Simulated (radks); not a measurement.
Problem. Sr V, 34 electrons, occupied as [Ar] 3d10 4s2 4p4. All-electron calculation, scalar-relativistic Kohn-Sham, PBE, spin-unpolarised, spherical densities, finite nucleus; Fermi nuclear charge, rms radius 4.224 fm. Program: a radial shooting solver on a logarithmic mesh with Libxc functionals. Some entries of the table are withheld. Estimate them.

| orbital | occ. | eigenvalue (hartree) | r(max) (bohr) |
|---|---|---|---|
| 1s | 2 | -587.4821 | 0.02553 |
| 2s | 2 | -81.08447 | 0.1451 |
| 2p | 6 | (1) | 0.1160 |
| 3s | 2 | (2) | (3) |
| 3p | 6 | (4) | 0.4306 |
| 3d | 10 | -6.45612 | 0.3763 |
| 4s | 2 | -3.09186 | (5) |
| 4p | 4 | -2.37474 | 1.278 |

Solution. 
(1) 2p eigenvalue (hartree): -72.24974
(2) 3s eigenvalue (hartree): -14.02010
(3) 3s r(max) (bohr): 0.4357
(4) 3p eigenvalue (hartree): -11.16696
(5) 4s r(max) (bohr): 1.168
